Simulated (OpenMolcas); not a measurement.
Fe7+, Ru7+, Os7+: d down the group

```
Program             : OpenMolcas 26.06
Method              : CASSCF
Basis               : ANO-R2
Scalar Hamiltonian  : X2C, finite nucleus
Spin-orbit coupling : state interaction with AMFI integrals over the reference wave functions, term energies averaged over their components
```

Active space for each ion: 1 electron in 10 orbitals (d d).

Computed levels in cm-1 above ²D_3/2:

| Level | Fe7+ | Ru7+ | Os7+ |
| --- | --- | --- | --- |
| ²D_5/2 | 1773 | 4201 | 13687 |
| weight of ²D in the lowest level (%) | 100 | 100 | 100 |

Measured, with the error of the calculation in %. Measured levels: Fe7+ from Corliss and Sugar, J. Phys. Chem. Ref. Data 11, 135 (1982).

```csv
Level,Fe7+
²D_5/2,1836 (-3.5)
```

The fine-structure level ²D_5/2 changes by a factor of 7.72 from Fe7+ to Os7+.

With one active electron the reference holds no correlation, so core polarisation is missing. With one active electron outside closed inactive shells, the extra shells (4d) add no correlation to the reference (holds for Fe7+). With one active electron outside closed inactive shells, the extra shells (5d) add no correlation to the reference (holds for Ru7+). With one active electron outside closed inactive shells, the extra shells (6d) add no correlation to the reference (holds for Os7+). Computed and measured levels are paired by configuration, term and J; levels that our copy of the source lacks, or whose pairing is in doubt (as where it misses far off the trend of its configuration), stay unpaired and out of the deviations. Only configurations of the active space appear.
